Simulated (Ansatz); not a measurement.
Ansatz (an electronic-structure program) input (B3LYP/LANL2DZ): The .json file is the Basis Set Exchange's LANL2DZ.

Ansatz 0.2 input:
```yaml
crystal:
  periodic: [false, false, false]
  atoms:
    - {symbol: Ag, position_ang: [-0.00000000, -0.00000000, -0.34334467]}
    - {symbol: F, position_ang: [0.00000000, 0.00000000, 1.79302218]}
basis:
  gaussian:
    orbitals: LANL2DZ.json
hamiltonian:
  xc: {name: B3LYP}
total_charge: -1
magnetization: {spin_polarized: true, initial_magnetization: 1}
output: {forces: true}
```

From the last part of the output:

```
WARN ansatz: RAYON_NUM_THREADS=1 ignored (pool sized by the plan → 1); use --threads N
Functional definition: B3LYP
integrals: 0.01 GiB planned
395 factors; integrals over basis functions are off by at most 5.1e-4 eV
mean field: 0.12 GiB planned
mean field evaluation 1: about -6684.0295 eV, gradient 1.4e1 eV
mean field evaluation 2: about -6683.3490 eV, gradient 2.0e1 eV
mean field evaluation 4: about -6685.0024 eV, gradient 8.4e-1 eV
mean field evaluation 8: about -6685.0710 eV, gradient 6.7e-2 eV
mean field evaluation 16: about -6685.0710 eV, gradient 3.6e-5 eV
mean field -6685.07102092 eV, -245.6718287149 hartree, gradient 3.6e-5 eV, S^2 0.751692; 0 other end points of the search recorded, 0 dependent functions left out
the calculation of the forces begins
reference -6685.07121373 eV, -245.6718358007 hartree; 15, 14 occupied and 16, 17 virtual orbitals, 395 factors
Total energy: -6685.07121373 eV, -245.6718358007 hartree
Atom 0 at    -0.000000    -0.000000    -0.343345 Å, force    -0.000000    -0.000000    -0.177644 eV/Å
Atom 1 at     0.000000     0.000000     1.793022 Å, force     0.000000     0.000000     0.177644 eV/Å
Dipole moment:     0.000000     0.000000    -0.415132 e Å
```

The dipole moment of an ion depends on the origin.
